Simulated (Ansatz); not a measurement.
The input (input.yaml):

```yaml
crystal:
  periodic: [false, false, false]
  atoms:
    - { symbol: Si, position_ang: [-0.052177, -0.654207, 0.576046] }
    - { symbol: O, position_ang: [1.796256, -0.086741, 0.800282] }
    - { symbol: H, position_ang: [-0.508744, -1.915107, -0.105053] }
    - { symbol: H, position_ang: [0.013202, -1.098312, 2.033326] }
    - { symbol: Si, position_ang: [-1.52827, 1.169552, 0.595098] }
    - { symbol: H, position_ang: [1.928165, 0.020812, -0.240401] }
    - { symbol: As, position_ang: [1.060114, -0.016173, -2.145535] }
    - { symbol: H, position_ang: [2.406017, -0.748228, 1.201525] }
    - { symbol: H, position_ang: [-1.370305, 2.071487, -0.595953] }
    - { symbol: H, position_ang: [-2.942122, 0.645495, 0.630212] }
    - { symbol: H, position_ang: [-1.288492, 1.969851, 1.848648] }
    - { symbol: H, position_ang: [-0.460656, 0.174773, -2.221959] }
    - { symbol: H, position_ang: [0.947011, -1.533302, -2.376236] }
basis:
  gaussian: { orbitals: def2-SVP }
hamiltonian:
  xc: pbe
  dispersion: d4
md:
  timestep: 0.5
  n_steps: 200
  ensemble: nve
  temperature: 300.0
  initial_velocities: maxwell_boltzmann
  seed: 10603
```

Launched with:

```bash
$ ansatz run input.yaml --threads 4 --pin off --max-ram 5120MiB --backend cpu --events-out ev --progress --plain --runs-dir out
```

Hardware: 4 threads of Arm Neoverse N1 (shared host).

Q: Roughly how long does this run take, and how much memory?

A: 8 min, with a peak of 0.21 GiB, for 201 ionic steps.
